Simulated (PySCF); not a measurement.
**How methods differ on the excitation energy of Tb²⁺**

Tb²⁺ [Xe] 4f9 (high-spin determinant) → Tb²⁺ [Xe] 4f8 6s1 (8F), as a difference of total energies. Computed with PySCF 2.14 in x2c-TZVPPall (11s7p7d4f2g, 113 functions), with scalar relativity by spin-free X2C-1e. Correlated levels: valence: [Kr] 4d10 frozen; valence and next inner shell: [Ar] 3d10 frozen. The calculations carry no spin-orbit coupling.

```
                                method  excitation energy (eV)
                                   UHF                  -1.307
                                   LDA                   3.412
                                   PBE                   3.358
                                  PBE0                   2.456
                                r2SCAN                   2.944
                         MP2 (valence)                   1.691
                     SCS-MP2 (valence)                   1.684
    MP2 (valence and next inner shell)                   2.047
SCS-MP2 (valence and next inner shell)                   1.865
```

**Question.** How much does correlation contribute at MP2 (valence and next inner shell)?

**Answer.** 2.047 − (-1.307) = 3.354 eV, measured against UHF.

A first-order spin-orbit estimate (lowest level to lowest level, LS coupling) adds 0.207 eV.

The basis was made for the ground configuration and has no added diffuse functions, so the excitation energy can come out too high.

The determinant of the lower state mixes LS terms, which raises its energy above the lowest term, most at the Hartree-Fock and MP2 levels.
